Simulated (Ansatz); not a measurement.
The pair A = CH5N (SMILES CN) (first 7 atoms), B = CH2O2 (SMILES O=CO); geometry from B3LYP-D3(BJ)/def2-TZVP.
(charge 0, multiplicity 1):
```xyz
12

C     -0.282     0.217     0.097
N      0.802    -0.514     0.770
H      0.040     1.241    -0.093
H     -1.142     0.246     0.765
H     -0.591    -0.233    -0.851
H      1.623    -0.580     0.181
H      0.500    -1.458     0.990
O     -0.980    -0.803     3.325
C     -0.180    -0.065     3.851
O      0.893     0.451     3.279
H     -0.267     0.265     4.897
H      0.948     0.115     2.315
```

Frozen-core correlation. MP2 and its Hartree–Fock in aug-cc-pVTZ are density fitted.

The values were computed with Ansatz (Gaussian orbitals). 

The counterpoise-corrected interaction energy is E(AB) − E(A in the pair's basis) − E(B in the pair's basis). Total energies (hartree):

| level | AB | A in the pair's basis | B in the pair's basis |
|---|---|---|---|
| HF/aug-cc-pVDZ | -284.0402599 | -95.2310940 | -188.7931810 |
| MP2/aug-cc-pVDZ | -284.9216057 | -95.5752316 | -189.3249681 |
| HF/aug-cc-pVTZ | -284.1110506 | -95.2553388 | -188.8396132 |
| MP2/aug-cc-pVTZ | -285.1754456 | -95.6677404 | -189.4846032 |
| CCSD(T)/aug-cc-pVDZ | -284.9902269 | -95.6153228 | -189.3544790 |

### Question
Work out the counterpoise-corrected interaction energy at the basis-set limit: extrapolate the MP2 correlation part as X⁻³, take Hartree–Fock from the larger set, and add the CCSD(T) − MP2 difference of aug-cc-pVDZ.

### Answer

1. Differences (1 hartree = 627.509 kcal/mol): HF/aug-cc-pVDZ -10.031; MP2/aug-cc-pVDZ -13.432; HF/aug-cc-pVTZ -10.102; MP2/aug-cc-pVTZ -14.497; CCSD(T)/aug-cc-pVDZ -12.817.
2. Correlation parts, MP2 less HF: -3.402 in aug-cc-pVDZ (X = 2), -4.395 in aug-cc-pVTZ (X = 3).
3. Limit (3³·(-4.395) − 2³·(-3.402))/(3³ − 2³) = -4.813; with HF/aug-cc-pVTZ it gives -14.915.
4. CCSD(T) less MP2 in aug-cc-pVDZ: 0.615.
Result: -14.30 kcal/mol, against -13.43 at MP2/aug-cc-pVDZ. It is an estimate of this method's limit, not of the exact value.

Ansatz is an electronic-structure program.
